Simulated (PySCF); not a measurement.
Problem. Write Cartesian coordinates for `F[C@H](Cl)[Si](F)(F)F` as optimised with PBE0-D3(BJ)/def2-SVP.

Solution. 
```
atom  x, y, z in Å
F1    -0.5713    1.2334   -0.5821
C2    -0.7519    0.2317    0.3141
Cl3    0.4206   -1.0803    0.0316
Si4   -2.4816   -0.4887    0.1431
F5    -2.6982   -1.6395    1.2276
F6    -2.7223   -1.0853   -1.3150
F7    -3.5704    0.6506    0.4076
H8    -0.5516    0.6171    1.3273
```

Any rigid rotation of these coordinates is as good. Atoms count from 1 in this order. Si4 (fluorine-bound silicon) is tetrahedral (angles from 108.0° to 111.4°).

Bonds between heavy atoms (Å): F1–C2 1.356, C2–Cl3 1.782, C2–Si4 1.881, Si4–F5 1.596, Si4–F6 1.594, Si4–F7 1.598.

Computed, not measured: PBE0-D3(BJ)/def2-SVP geometry optimisation, gas phase (PySCF).

Point group: C1 (no symmetry element, even within 0.4 Å). No PBE0-D3(BJ)/def2-SVP frequencies stand behind this structure, so it isn't proved a minimum.
